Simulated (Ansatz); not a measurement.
C₂H₃AlO₂ (`O=[C]1[CH2][Al]1[OH]`) at its PBE0-D4/def2-TZVP geometry, where that method's forces vanish. The species carries charge 0 and has multiplicity 1.

```csv
atom,x (Å),y (Å),z (Å)
O1,1.946,-0.874,1.359
C2,1.120,-0.262,0.761
C3,0.900,-0.066,-0.698
Al4,-0.781,0.031,0.308
O5,-2.420,0.224,-0.034
H6,0.777,1.027,-0.852
H7,1.568,-0.507,-1.439
H8,-3.111,0.427,0.595
```

Q: For each bond, give half the difference of the two atoms' forces along it (eV/Å; positive pushes the atoms apart) under PBE-D4, r2SCAN-D4, B3LYP-D4, ωB97M-V in def2-TZVPP. (Estimate.)

A: Computed: 
| bond | length (Å) | PBE-D4 | r2SCAN-D4 | B3LYP-D4 | ωB97M-V |
| --- | --- | --- | --- | --- | --- |
| O1–C2 | 1.189 | 1.02 | 0.45 | 0.20 | 0.05 |
| C2–C3 | 1.488 | -0.23 | -0.07 | 0.11 | 0.26 |
| C2–Al4 | 1.976 | -0.38 | -0.17 | -0.05 | -0.12 |
| C3–Al4 | 1.961 | 0.12 | 0.07 | 0.10 | -0.02 |
| C3–H6 | 1.110 | 0.12 | 0.01 | -0.11 | -0.09 |
| C3–H7 | 1.091 | 0.07 | -0.03 | -0.10 | -0.15 |
| Al4–O5 | 1.685 | 0.17 | 0.06 | 0.04 | 0.08 |
| O5–H8 | 0.956 | 0.34 | 0.02 | 0.01 | -0.07 |

B3LYP here is the variant with VWN-RPA as its local correlation; programs differ in this.
